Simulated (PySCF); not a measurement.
## Rb⁺ (rubidium, charge +1): UHF calculation

Configuration: [Kr], closed-shell 1S. All numbers are calculated (PySCF 2.14, the spin-free X2C one-electron Hamiltonian (Gaussian nucleus), in x2c-SVPall).

* Total energy: -2978.691719 hartree
* One-electron energy: -4122.1055 hartree
* Hartree (Coulomb) energy: 1243.0162 hartree
* Exchange energy: -99.6024 hartree
* ⟨S²⟩: 0.0000
* ⟨L²⟩: 0.000
* Sum of ⟨r⟩: 24.12 bohr
* Sum of ⟨r²⟩: 31.98 bohr²
* Langevin diamagnetic susceptibility: -25.3 ×10⁻⁶ cm³/mol
* Time after the integrals: 0.11 s of wall time on 1 thread of Neoverse-V2 (shared host)

```tsv
shell	electrons	mean orbital energy (eV)	rms radius, mean of both spins (bohr)
1s	2	-15293.2	0.0464
2s	2	-2114.5	0.192
2p	6	-1870.8	0.171
3s	2	-348.50	0.544
3p	6	-267.51	0.557
3d	10	-133.33	0.577
4s	2	-48.577	1.59
4p	6	-27.966	1.86
```

Densities and radii are taken from the X2C orbitals without a picture-change correction, which distorts them close to the nucleus.
